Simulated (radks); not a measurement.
The numbers below are computed, except where a source is named.
Species: Ge+. Configuration: [Ar] 3d9 4s2 4p1 5p1 (not the ground configuration). Level of theory: Dirac Kohn-Sham, LDA (Slater exchange, Perdew-Wang correlation), spin-unpolarised, spherical densities, point nucleus; open shells are shared between the two j in proportion to 2j + 1 (a radial shooting solver on a logarithmic mesh with Libxc functionals).

Radial electron density D(r) = 4 pi r^2 rho(r):

r (bohr),D(r) (e/bohr)
0.003302,2.864
0.003844,3.718
0.004439,4.736
0.005168,6.075
0.006017,7.734
0.006949,9.642
0.008089,12.05
0.009342,14.72
0.01088,17.94
0.01266,21.52
0.01462,25.15
0.01702,29.05
0.01982,32.75
0.02289,35.79
0.02664,38.16
0.03077,39.33
0.03582,39.27
0.0417,37.94
0.04816,35.88
0.05607,33.57
0.06475,32.11
0.07538,32.17
0.08775,34.33
0.1013,37.98
0.118,42.33
0.1374,45.35
0.1586,45.38
0.1847,41.76
0.2133,35.66
0.2483,28.67
0.289,23.82
0.3338,22.66
0.3886,24.57
0.4524,27.33
0.5225,28.29
0.6082,26.15
0.7024,21.54
0.8177,15.57
0.952,10.21
1.099,6.596
1.28,4.349
1.478,3.229
1.721,2.514
2.003,1.897
2.314,1.312
2.693,0.7716
3.135,0.4070
3.621,0.2453
4.216,0.2126
4.868,0.2317
5.668,0.2335
6.598,0.1890
7.62,0.1208
8.871,0.05632
10.33,0.01889
11.93,0.004807
13.88,0.0007716

D(r) has 4 maxima, at r = 0.0331, 0.148, 0.510, 5.32 bohr, and minima at 0.0696, 0.326, 4.12 bohr, inside which lie 2.10, 10.95, 30.11 electrons.
